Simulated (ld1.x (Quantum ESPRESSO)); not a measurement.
Building the PAW potential for thulium (Tm) (LDA (PZ), scalar-relativistic).

```
Element                 : thulium
Generator               : ld1.x (Quantum ESPRESSO) 7.5
Type                    : PAW
Functional              : LDA (PZ)
Relativity              : scalar-relativistic
Frozen core             : [Kr] 4d10
Valence charge          : 23
Reference configuration : 4f13 5s2 5p6 5d0 6s1 6p0 (charge +1)
Partial waves           : 5s (bound): rcut 1.60, rcutus 2.05 bohr; 6s (bound): rcut 1.60, rcutus 2.05 bohr; 5p (bound): rcut 1.90, rcutus 2.45 bohr; 6p (bound, empty): rcut 1.90, rcutus 2.45 bohr; 5d (bound, empty): rcut 3.35, rcutus 3.65 bohr; 5d channel at -0.05 Ry: rcut 3.35, rcutus 3.65 bohr; 4f (bound): rcut 0.80, rcutus 1.05 bohr; 4f channel at -0.4 Ry: rcut 0.80, rcutus 1.05 bohr
Local potential         : all-electron potential smoothed inside 1.25 bohr (lloc = -1)
Core correction         : Bessel-smoothed model core inside 0.85 bohr
Augmentation charge     : BESSEL, radius 0.65 bohr
```

All-electron outer shells of the reference configuration (LDA (PZ), scalar-relativistic, ld1.x):

```
shell  level (eV)  outermost node (bohr)  outermost maximum (bohr)
   4p     -332.39                   0.26                      0.49
   4d     -178.18                   0.24                      0.50
   5s      -60.36                   0.59                      1.10
   5p      -33.85                   0.64                      1.26
   4f      -10.06                      –                      0.49
   6s       -9.45                   1.48                      3.09
   5d       -6.85                   0.72                      2.00
   6p       -5.65                   1.81                      4.02
```

Calculated quality:

* Ghost test: ghost state, extra bound levels that the all-electron valence spectrum of the same l lacks: s at -53.0 eV (p, d not tested); a true bound ghost makes a file unfit for plane-wave use (spherical-Bessel basis up to 400 Ry, 20 bohr box)
* Configuration tests: test run stopped at test 1 of 9 (negative rho)
* Lowest eigenvalue of the overlap operator: -0.44 (p channel); it is negative, so in a basis up to 400 Ry S is not positive definite and the file is unfit for use

Note: ghost state, extra bound levels that the all-electron valence spectrum of the same l lacks: s at -53.0 eV (p, d not tested). A true bound ghost makes a file unfit for plane-wave use. Its overlap operator is not positive definite in a basis up to 400 Ry (lowest eigenvalue p -0.44, d -0.21), so the file is unfit for use: the generalised eigenproblem breaks down once the basis is large enough, and its test numbers describe a broken file.

Generation and tests took about 5.5 s on one core of a shared server CPU.
